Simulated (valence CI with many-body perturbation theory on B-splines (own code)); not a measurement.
# Fe III: calculated level list

Method: valence CI with perturbative core correlation (CI+MBPT): six valence electrons over a frozen Dirac-Fock core [Ar], radial functions for each j: 7 s, 7 p, 8 d, 6 f, 4 g, 1 h, with the one-electron correlation potential Σ1, the two-electron term Σ2, the three-electron term Σ3, Breit, model QED; selected CI, second order for the rest, scaled by the run's own slope (own B-spline code, finite nucleus).

Against 25 measured levels this calculation errs by 731 cm⁻¹ on average and by 7276 at most. These come from a selection out of Corliss and Sugar, J. Phys. Chem. Ref. Data 11, 135 (1982). Levels without a partner in it may be off by more, other configurations by 1,000 to 8,000 cm⁻¹. Among the levels kept, up to 2700 cm⁻¹ of a level comes from second order outside the variational space, and about a tenth of that is noise between levels of different J, which matters for small intervals. Only levels of the ground parity were solved; by the run's estimate the other parity begins above the list, which can be wrong where configurations are misplaced. 1 measured level below the end of the list, from 30089 cm⁻¹ on, found no clear computed partner, and computed levels of the same name lie up to 7030 cm⁻¹ from them.

Levels 1 to 27 of 27, with energies above the lowest level, 3d⁶ ⁵D_4. "Leading %" is the weight of the configuration and term that name the level; weights of strongly mixed levels are sums over their largest components and can fall short. In the jj column 3d3/2^4 stands for four electrons in 3d with j = 3/2. Lifetimes count E1, E2, E3, M1 and M2 decay at the calculated energies, and are blank where another channel may lead or the interval is too uncertain; long ones can be off by a factor of two.

```tsv
No.	Configuration	Term	J	E (cm⁻¹)	Leading %	Second component	Leading jj	Lifetime
1	3d⁶	⁵D	4	0.0	97		3d3/2^3 3d5/2^3 (46 %)	
2	3d⁶	⁵D	3	404	97		3d3/2^3 3d5/2^3 (49 %)	
3	3d⁶	⁵D	2	699	97		3d3/2^2 3d5/2^4 (63 %)	600 s
4	3d⁶	⁵D	1	931	97		3d3/2 3d5/2^5 (43 %)	
5	3d⁶	⁵D	0	1081	97		3d3/2^2 3d5/2^4 (68 %)	
6	3d⁶	³H	6	19158	97		3d3/2^3 3d5/2^3 (63 %)	
7	3d⁶	³H	5	19375	96		3d3/2^2 3d5/2^4 (52 %)	
8	3d⁶	³H	4	19569	96		3d3/2^2 3d5/2^4 (37 %)	512 s
9	3d⁶	³P	2	19789	97		3d3/2^4 3d5/2^2 (34 %)	2.33 s
10	3d⁶	³P	1	21067	97		3d3/2 3d5/2^5 (51 %)	1.56 s
11	3d⁶	³F	4	21268	93		3d3/2^4 3d5/2^2 (41 %)	2.13 s
12	3d⁶	³F	3	21483	95		3d3/2^3 3d5/2^3 (53 %)	3.13 s
13	3d⁶	³P	0	21639	96		3d5/2^6 (54 %)	1.52 s
14	3d⁶	³F	2	21649	97		3d3/2^2 3d5/2^4 (47 %)	6.83 s
15	3d⁵4s	⁷S	3	23059	95		3d3/2^2 3d5/2^3 4s (41 %)	1290 s
16	3d⁶	³G	5	23834	96		3d3/2^3 3d5/2^3 (52 %)	15.3 s
17	3d⁶	³G	4	24221	94		3d3/2^2 3d5/2^4 (39 %)	
18	3d⁶	³G	3	24399	95		3d3/2^2 3d5/2^4 (56 %)	
19	3d⁶	¹I	6	28966	97		3d3/2^2 3d5/2^4 (63 %)	
20	3d⁶	³D	2	30282	96		3d3/2^2 3d5/2^4 (40 %)	4.18 s
21	3d⁶	³D	1	30331	97		3d3/2^2 3d5/2^4 (50 %)	
22	3d⁶	¹G	4	30344	97		3d3/2^2 3d5/2^4 (41 %)	
23	3d⁶	³D	3	30399	97		3d3/2^3 3d5/2^3 (52 %)	
24	3d⁵4s	⁵S	2	33724	94		3d3/2^2 3d5/2^3 4s (40 %)	
25	3d⁶	¹S	0	35027	96		3d3/2^3 3d5/2^3 (31 %)	
26	3d⁶	¹D	2	35841	96		3d3/2^2 3d5/2^4 (29 %)	1.95 s
27	3d⁶	¹F	3	42241	96		3d3/2^3 3d5/2^3 (62 %)
```

The ionisation energy to 3d⁵ ⁶S5/2 of the next ion comes out as 29.61 eV (NIST: 30.651 ± 0.012 eV (measured), further off than twice its uncertainty). All 27 levels together are meant to be complete up to 42688 cm⁻¹.
